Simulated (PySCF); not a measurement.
C2H5NO, triplet, at a GFN2-xTB geometry (a higher spin typed on purpose: for a closed-shell molecule this is an excited state). Base run: M062X/6-31G (PySCF).

Here is a job for PySCF.
```python
from pyscf import gto, scf, dft, solvent

mol = gto.M(
    atom='''
C    -1.21735835   -0.26145570   -0.62034408
C     0.04930435    0.31957429    0.08182206
N     1.23994571   -0.17898554   -0.55804026
O    -0.07209411    0.22247091    1.36960161
H    -1.28417928   -1.34003236   -0.47075497
H    -1.11109065   -0.03092680   -1.67682390
H    -2.09037963    0.22508281   -0.19824367
H     2.04483869    0.05490523    0.01278418
H     1.34626772    0.21539119   -1.48636066
''',
    basis='6-31g',
    spin=2,
    verbose=4,
)

mf = dft.UKS(mol)
mf.xc = 'm062x'
mf.kernel()
```

The base run was repeated with changes; each row names its change, and settings that it needs were set with it.

```tsv
change	ΔE vs base (kcal/mol)	dipole (D)
base	0.000	2.19
model = IEF-PCM; solvent = toluene	-3.27	2.43
model = IEF-PCM; solvent = methanol; lebedev_order = 11	-6.66	2.70
model = COSMO; solvent = methanol	-6.88	2.71
model = IEF-PCM; solvent = methanol; vdw_scale = 1.0	-12.55	2.89
model = IEF-PCM; solvent = methanol; vdw_scale = 1.1	-9.24	2.79
model = IEF-PCM; solvent = dichloromethane	-5.98	2.64
model = IEF-PCM; solvent = methanol	-6.88	2.71
model = IEF-PCM; solvent = methanol; vdw_scale = 1.4	-4.01	2.57
model = IEF-PCM; solvent = water	-7.09	2.72
model = SS(V)PE; solvent = methanol	-6.82	2.70
model = IEF-PCM; solvent = 2-propanol	-6.63	2.69
```

The base is the gas phase, so ΔE is the electrostatic part of solvation at a fixed geometry, without cavity and dispersion terms.

Open shells are given as the SCF converged; they aren't shown to be the lowest states, and a large step between rows can be another state.
